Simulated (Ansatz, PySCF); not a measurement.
This Ansatz (a first-principles code) input computes a PBE/def2-TZVPD energy:

Ansatz 0.2 input:
```yaml
crystal:
  periodic: [false, false, false]
  atoms:
    - {symbol: O, position_ang: [-2.35775735, -0.38801892, -0.44689481]}
    - {symbol: B, position_ang: [-1.23494447, 0.00069577, -0.24039824]}
    - {symbol: O, position_ang: [-0.01919353, 0.47349117, -0.01841906]}
    - {symbol: B, position_ang: [1.23008676, 0.11914067, 0.23573654]}
    - {symbol: O, position_ang: [2.37998696, -0.16037002, 0.46822743]}
basis:
  gaussian:
    orbitals: def2-TZVPD
hamiltonian:
  xc: {name: PBE}
output: {forces: true}
```

### Question
Write an input for the same energy in PySCF and say what it gives.

### Answer

```python
from pyscf import gto, scf, dft

mol = gto.M(
    atom='''
    O    -2.35775735   -0.38801892   -0.44689481
    B    -1.23494447    0.00069577   -0.24039824
    O    -0.01919353    0.47349117   -0.01841906
    B     1.23008676    0.11914067    0.23573654
    O     2.37998696   -0.16037002    0.46822743
    ''',
    basis='def2-tzvpd',
    charge=0,
    spin=0,
    verbose=4,
)

mf = dft.RKS(mol, xc='pbe').density_fit(auxbasis='def2-universal-jkfit')
mf.grids.level = 3
mf.conv_tol = 1e-9
mf.max_cycle = 100
mf.max_memory = 1500
mf.kernel()
if not mf.converged:
    mf = mf.newton()
    mf.kernel(mf.make_rdm1())
mf.analyze()
```
It gives -275.34472 Eh, and Ansatz -275.34468 Eh, a difference of 0.04 mEh, from the treatment of integrals and grids.
